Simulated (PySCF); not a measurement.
## Ionisation energy of Dy by level of theory

Dy [Xe] 4f10 6s2 (high-spin determinant) → Dy+ [Xe] 4f10 6s1 (high-spin determinant), as a difference of total energies. Computed with PySCF 2.14 in cc-pVDZ-X2C (8s7p5d3f1g, 84 functions), with the spin-free X2C one-electron Hamiltonian (Gaussian nucleus). Correlated levels: valence: [Kr] 4d10 frozen; valence and next inner shell: [Ar] 3d10 frozen. The calculations carry no spin-orbit coupling.

| method | ionisation energy (eV) |
| --- | --- |
| UHF | 4.863 |
| LDA | 6.232 |
| PBE | 6.019 |
| PBE0 | 5.862 |
| r2SCAN | 5.720 |
| MP2 (valence) | 5.818 |
| SCS-MP2 (valence) | 5.841 |
| MP2 (valence and next inner shell) | 5.839 |
| SCS-MP2 (valence and next inner shell) | 5.849 |

**Question.** How much does correlation contribute at MP2 (valence and next inner shell)?

**Answer.** 5.839 − (4.863) = 0.976 eV, measured against UHF.

Errors of the correlated levels include the incompleteness of this basis and the frozen core.

The determinant of Dy and of Dy+ mixes LS terms, which raises its energy above the lowest term, most at the Hartree-Fock and MP2 levels.

For comparison: 5.939 eV (measured; NIST Atomic Spectra Database, ionization energies).
